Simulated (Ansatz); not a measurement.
C2H7BSSi can be A, `S[SiH2]C1BC1`, or B, `[SiH3]CBC=S`.

Gas-phase electronic energies from Ansatz, PBE0-D4/def2-TZVP geometries. CCSD(T)/CBS is the MP2 limit (def2-TZVPP, def2-QZVPP) plus CCSD(T) − MP2 in def2-TZVPP, frozen cores. Functionals use def2-TZVPP. B3LYP here is the variant with VWN-RPA as its local correlation; programs differ in this. Each species was taken in one conformer, which may not be the lowest.

Task: Which isomer does CCSD(T)/CBS put lower? Give the gap. (Estimate.)

Result: The calculation gave: A, by 22.4 kJ/mol.

Task: Give E(B) − E(A) in kJ/mol with CCSD/def2-TZVPP, ωB97M-V, B3LYP, CCSD(T)/def2-TZVPP, PBE-D4, HF/def2-TZVPP, PBE0-D4. (An estimate is asked.)

Result: Ansatz gave: CCSD/def2-TZVPP 24.0, ωB97M-V 33.3, B3LYP 18.5, CCSD(T)/def2-TZVPP 16.5, PBE-D4 22.8, HF/def2-TZVPP 31.2, PBE0-D4 37.6. None reverses the order clearly.

Largest T1 diagnostic: 0.017.

From PBE to PBE0 (25 % exact exchange), in def2-TZVPP and without D4, E(B) − E(A) moves by +14.6 kJ/mol. In def2-TZVPP, CCSD(T) changes the Hartree–Fock value by −14.8 kJ/mol (the triples alone add −7.5 kJ/mol) and MP2 by −3.9 kJ/mol.
